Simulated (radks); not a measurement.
Spherical quantum dot in the effective-mass picture: electrons in a parabolic well V = omega^2 r^2 / 2 with omega = 1.47, all in effective atomic units (hartree* = m*/eps^2 hartree, bohr* = eps/m* bohr), one dielectric constant everywhere. Calculated with a radial shooting solver with Libxc functionals: non-relativistic Kohn-Sham, PBE, spin-polarised, spherical densities. Levels are named by radial order and angular momentum (1s, 1p, 1d, 2s, ...), and open shells are averaged over m. Results are scaled to m* = 0.108 and eps = 14.8, for which hartree* = 13.42 meV and bohr* = 7.252 nm.

N = 6, configuration 1s2 1p(up 3, down 1). This is the lowest configuration that the search found. Occupied and some empty levels:

level    occupation  eigenvalue (meV)  <r> (nm)
1s up             1            80.895     7.973
1s down           1            82.127     7.901
1p up             3            95.184     10.13
1p down           1            96.646     10.14
1d up             0            110.86     11.80
1d down           0            112.26     11.86
2s up             0            113.31     10.73
2s down           0            114.14     10.79
1f up             0            127.45     13.23
1f down           0            128.69     13.31

Energy (meV): total 390.599, kinetic 100.50, external 164.43, Hartree 166.92, exchange-correlation -41.257.
